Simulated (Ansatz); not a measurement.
Species: LaCl3, net charge 0, singlet state. SMILES: [La]([Cl])([Cl])[Cl]
Geometry: optimised at B3LYP-D3(BJ)/def2-TZVP (Ansatz, a program for electronic structure).

Quantity: atomisation energy (electronic, to ground-state atoms), in kcal/mol. Valence correlation only, unless marked. Open shells are spin-unrestricted. No spin-orbit coupling. The frozen core is the preceding noble-gas configuration, with the filled d and f shells of earlier blocks. Past Kr the def2 sets carry scalar-relativistic core potentials. 

```csv
level,program,atomisation energy (kcal/mol)
BLYP-D3(BJ)/def2-TZVPD,Ansatz + dftd3,350.5
BLYP-D4/def2-TZVPD,Ansatz + dftd4,349.5
r2SCAN/def2-TZVPD,Ansatz,360.4
r2SCAN-D3(BJ)/def2-TZVPD,Ansatz + dftd3,361.2
PBE0-D3(BJ)/def2-TZVP,Ansatz + dftd3,359.2
PBE0-D3(BJ)/def2-TZVPD,Ansatz + dftd3,359.3
PBE0/def2-TZVPD,Ansatz,356.7
LC-wPBE/def2-TZVPD,Ansatz,361.0
wB97X-V/def2-TZVPD,Ansatz,368.1
PBE-QIDH/def2-TZVPD,Ansatz,363.3
RPA@PBE/def2-QZVPP,Ansatz,327.8
RI-MP2/def2-TZVPPD,Ansatz,371.8
CCSD/def2-QZVPPD,Ansatz,355.0
CCSD(T)/def2-TZVPP,Ansatz,354.4
```
